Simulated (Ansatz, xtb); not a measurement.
# Relative energy of two isomers of C6H8O

Structure a is `C=C[C@@H]1O[C@@H]1C=C`, a singlet and structure b is `C=CC1(C=C)CO1`, a singlet. Both are isolated molecules in the gas phase, relaxed with r2SCAN-D4/def2-SVP; each stands in its lowest conformer found.

a (Å):

```xyz
15

C    -1.9316   -0.5961   -2.2112
C    -1.0472   -0.9863   -1.2856
C    -1.2234   -0.7614    0.1678
C    -1.0768    0.5697    0.8265
C    -0.7613    1.8005    0.0834
C    -0.1180    2.8393    0.6318
O    -2.3569   -0.0305    0.5901
H    -2.8467   -0.0738   -1.9145
H    -1.7688   -0.7936   -3.2741
H    -0.1387   -1.5310   -1.5730
H    -0.9741   -1.6282    0.8035
H    -0.7663    0.5638    1.8830
H    -1.0761    1.8250   -0.9659
H     0.1935    2.8258    1.6823
H     0.1198    3.7351    0.0521
```

b (Å):

```xyz
15

C    -1.9272   -2.0955    1.0019
C    -1.3592   -1.5356   -0.0708
C    -0.8041   -0.1505   -0.0791
C     0.4797    0.0422   -0.8149
C     1.4723    0.8212   -0.3736
C    -1.7367    1.0011    0.0579
O    -0.9297    0.5716    1.1415
H    -1.9960   -1.5404    1.9428
H    -2.3270   -3.1123    0.9682
H    -1.2652   -2.0915   -1.0122
H     0.5758   -0.5117   -1.7573
H     2.3974    0.9412   -0.9434
H     1.3754    1.3521    0.5788
H    -2.8125    0.7996    0.1603
H    -1.4544    1.9648   -0.3891
```

Energies in hartree; the thermal terms are from GFN2-xTB frequencies at re-optimised GFN2-xTB minima (ideal gas, soft modes damped towards free rotors, one conformer each, 298.15 K, 1 atm) and include the zero-point energy:

|  | a | b |
| --- | --- | --- |
| E, CCSD(T)/def2-SVP | −307.487188 | −307.488150 |
| E, MP2/def2-SVP | −307.388053 | −307.389384 |
| E, MP2/def2-TZVPP | −307.958151 | −307.957883 |
| zero-point energy | 0.120444 | 0.120077 |
| H(298 K) − E | 0.128839 | 0.128592 |
| G(298 K) − E | 0.088706 | 0.088300 |

**Question.** Correct the CCSD(T) difference for the basis set by the MP2 change, then work out ΔE, ΔE₀, ΔH and ΔG for a → b in kcal/mol (1 Eh = 627.51 kcal/mol) and the equilibrium ratio [b]/[a].

**Answer.** 1. Differences b − a: CCSD(T) −0.000962, MP2 in the small set −0.001331, MP2 in the large set +0.000268 Eh.
2. ΔE = −0.000962 + (+0.000268 − (−0.001331)) = +0.000637 Eh = +0.40 kcal/mol.
3. ΔE₀ = ΔE + ΔZPE = +0.000637 + (−0.000367) Eh = +0.17 kcal/mol.
4. ΔH = ΔE + (−0.000247) Eh = +0.24 kcal/mol.
5. ΔG = ΔE + (−0.000406) Eh = +0.14 kcal/mol, so ΔS = (ΔH − ΔG)/T = +1.4 J/(mol K).
6. kT = 0.9442 mEh, so K = [b]/[a] = exp(−ΔG/kT) = exp(−0.24) ≈ 0.78.

The two are too close for this level to say which is favoured. An error of 1 kcal/mol in ΔG would change K by a factor of 5.4. Mirror images and further conformers aren't counted.

As drawn, both hold the same kinds of bond in the same numbers.

Other levels gave ΔE = +1.0 (GFN2-xTB); +0.7 (HF/STO-3G, GFN2-xTB geometries); +0.8 (r2SCAN-D4/def2-SVP//GFN2-xTB); +1.0 (r2SCAN-D4/def2-SVP); +0.6 (HF/def2-SVP); −0.8 (MP2/def2-SVP); −0.6 (CCSD(T)/def2-SVP) kcal/mol. The correlated steps freeze 7 core orbitals. Programs: Ansatz 0.2.0, xtb 6.7.1.
